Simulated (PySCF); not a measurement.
Calculated properties of `N#C/[C]=C\[SiH2]CC[SiH3]` [radical]

C5H10NSi2 (doublet state).
Atom-mapped SMILES: `[N:1]#[C:2]/[C:3]=[CH:4]\[SiH2:5][CH2:6][CH2:7][SiH3:8]` (hydrogens: H9 on C4; H10, H11 on Si5; H12, H13 on C6; H14, H15 on C7; H16, H17, H18 on Si8)

Geometry (GFN2-xTB, Å), atoms numbered from 1 in this order:
```xyz
18
C5H10NSi2 angstrom
N      2.394    2.231    1.934
C      2.360    1.393    1.120
C      2.405    0.409    0.232
C      2.096   -0.387   -0.733
Si     0.446   -0.255   -1.712
C     -0.870   -1.190   -0.705
C     -0.995   -0.772    0.763
Si    -1.673    0.985    1.057
H      2.748   -1.200   -1.025
H      0.121    1.157   -1.909
H      0.695   -0.933   -2.991
H     -1.838   -1.067   -1.196
H     -0.644   -2.261   -0.749
H     -0.021   -0.866    1.249
H     -1.653   -1.485    1.269
H     -2.866    1.161    0.221
H     -2.041    1.102    2.467
H     -0.672    1.987    0.697
```

From GFN2-xTB geometry:

```yaml
Point_group_of_the_GFN2-xTB_geometry: C1
Rotational_constants_A_B_C_of_the_GFN2-xTB_geometry: 1.424, 1.111, 0.706 GHz
```

From UKS B3LYP, pcH-1 on C H N Si, non-relativistic, mean-field spin-orbit, GIAO (PySCF):

```yaml
Isotropic_g_value: 2.00200
Principal_g_values: 2.00012, 2.00228, 2.00360
Spin_squared_⟨S²⟩: 0.770
Largest_Mulliken_spin_population: 0.75 on C3
Largest_isotropic_hyperfine_couplings_means_over_sets_of_like_nuclei: 1H +158.0 (H9), 13C +99.0 (C3), 29Si -89.2 (Si5), 13C -49.1 (C2), 13C -46.2 (C4) MHz
```

Monoisotopic mass from the formula: 140.0352 u.

The rotational constants make it an asymmetric top with κ = (2B − A − C)/(A − C) = 0.13, nearer the oblate limit (+1). ⟨S²⟩ is 0.020 above the pure-spin value S(S + 1) = 0.75. With B = h/(8π²I), that is 505.379 GHz u Å² over I, the principal moments of inertia are 354.8, 454.9 and 715.9 u Å² (most abundant isotopes); the inertial defect Ic − Ia − Ib is -93.8 u Å² (zero for a rigid planar frame, negative otherwise). g_iso is shifted by about -320 ppm from the free-electron value 2.002319; the principal values span 0.0035.

Geometry: GFN2-xTB, one conformer, isolated molecule. Hyperfine couplings depend on the geometry, which wasn't re-optimised at a DFT level. Couplings of like nuclei are plain means over topologically equivalent atoms, as if these changed places fast (by rotation of a methyl-like group, say); in this geometry the members of some sets differ.

For the EPR job (B3LYP), hardware: an Arm Neoverse V2 with one thread, shared host with 48 logical CPUs at a one-minute load of 14. Cost: 2.7 min of wall time (grids of density and orbitals included), 1.1 GiB resident at most.
